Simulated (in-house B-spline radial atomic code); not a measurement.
## RPA and G0W0 on r2SCAN0: Cl⁷⁺

Configuration [He] 2s2 2p6, mean-field start r2SCAN0. Computed with an all-electron radial atomic-structure program (B-spline basis): all electrons, non-relativistic, point nucleus, each spin shell either full or empty, empty states to l = 9 with an (l + 1/2)⁻⁴ tail; G0W0 by contour deformation at full frequency.

Command:
```bash
python run_gw.py task.json out
```
Settings (radii: box in bohr, nucleus in fm):
```
Z                        17
electrons                10
configuration            [He] 2s2 2p6
hamiltonian              nr
method                   r2scan0
lmax                     9
spin_polarised           False
box_radius               8.41
intervals                47
```

Time taken, with all properties: 0.6 s on 1 thread of Arm Neoverse V1, with other jobs on the host.

Energies (hartree):

```
                                     term       value
                         mean-field total  -445.16453
Hartree-Fock functional on these orbitals  -444.76267
                      direct second order    -0.64576
                    second-order exchange      0.2284
                         SOSEX correction     0.21697
```

(1) What is the RPA correlation energy, and what remains with SOSEX?

Quasi-particle levels (eV):

```csv
level,occupied,mean field,Σx - vxc,Σc,QP weight,G0W0
2p,yes,-332.25,-18.06,?,?,?
2s,yes,-394.78,-23.26,4.26,0.979,-413.78
1s,yes,-2918.10,-73.68,24.13,0.936,-2967.66
3s,no,-115.55,2.35,-0.63,0.998,-113.83
```

G0W0 = mean field + (Σx - vxc) + Σc, with Σc (partial-wave tail included) taken at the quasi-particle energy.

(2) Where does G0W0 put 2p?

Answers

(1) RPA gives -0.60002 hartree (-1.63 eV per electron); RPA + SOSEX gives -0.38305, and the second-order doubles -0.41737 hartree (no singles). SOSEX takes back 36 % of the RPA value.

(2) At -348.50 eV, with Σc = 1.81 eV and a quasi-particle weight of 0.984. The tabulated removal energy is 348.306 ± 0.007 eV (NIST, measured); the calculation leaves out relativity, Breit and QED terms, and what these don't explain is the method's own error.
